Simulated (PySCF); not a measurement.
B(F)2(OAc) (C2H3BF2O2), SMILES CC(=O)OB(F)F. Atoms are numbered in the order given.

```xyz
10

B      0.7202     0.2339     0.9612
F      0.3205    -0.7820     1.6986
F      1.5415     1.1251     1.4854
O      0.3847     0.3742    -0.3608
C     -0.7496    -0.1638    -0.9257
C     -0.5994    -0.2957    -2.4143
O     -1.7124    -0.4403    -0.2755
H     -1.5300    -0.6810    -2.8468
H      0.2368    -0.9752    -2.6390
H     -0.3507     0.6850    -2.8463
```

Coordinates come from a ωB97X-D3(BJ)/def2-SVP optimisation. One conformer was computed; it need not be the lowest.

Level of theory: PBE0/pcSseg-1 (PySCF).

GIAO shieldings, no solvent; atoms alike by connectivity are averaged. δ = σ(ref) − σ: ¹¹B against BF3 (σ = 88.8 ppm); ¹⁹F against CFCl3 (σ = 167.2 ppm); ¹⁷O against H2O (σ = 334.2 ppm); ¹³C against TMS (σ = 186.3 ppm); ¹H against TMS (σ = 31.56 ppm), references at their B3LYP-D3(BJ)/def2-TZVP geometries, non-relativistic.

Computed chemical shifts:
```json
[
 {"nucleus": "¹¹B", "atoms": "B1", "count": "1", "δ (ppm)": "1.6"},
 {"nucleus": "¹⁹F", "atoms": "F2, F3", "count": "2", "δ (ppm)": "-121.3"},
 {"nucleus": "¹⁷O", "atoms": "O7", "count": "1", "δ (ppm)": "503.5"},
 {"nucleus": "¹⁷O", "atoms": "O4", "count": "1", "δ (ppm)": "235.4"},
 {"nucleus": "¹³C", "atoms": "C5", "count": "1", "δ (ppm)": "173.2"},
 {"nucleus": "¹³C", "atoms": "C6", "count": "1", "δ (ppm)": "25.5"},
 {"nucleus": "¹H", "atoms": "H8, H9, H10", "count": "3", "δ (ppm)": "2.43"}
]
```
